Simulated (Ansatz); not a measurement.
The cluster Na2Cl2⁺. The state is a doublet with charge 1. Geometry PBE0-D4/def2-TZVP, that of the neutral singlet; atoms count from 1.

| atom | x (Å) | y (Å) | z (Å) |
| --- | --- | --- | --- |
| Na1 | 0.6690 | 0.4494 | -1.3762 |
| Na2 | -0.6692 | -0.4499 | 1.3760 |
| Cl3 | -1.7728 | 0.4646 | -0.7109 |
| Cl4 | 1.7730 | -0.4641 | 0.7110 |

The structure comes from a short search, and lower isomers may exist.

Estimate the Mulliken populations from the PBE0/def2-TZVP orbitals of Ansatz.


| atom | charge (e) | spin (α − β) |
| --- | --- | --- |
| Na1 | 0.75 | -0.01 |
| Na2 | 0.75 | -0.01 |
| Cl3 | -0.25 | 0.51 |
| Cl4 | -0.25 | 0.52 |
Mulliken values and Mayer orders depend strongly on the basis.

Where does the spin sit?

Summed by element: Na -0.03, Cl 1.03, of 1 unpaired in all. Largest on single atoms: Cl4 0.52, Cl3 0.51, Na1 -0.01.
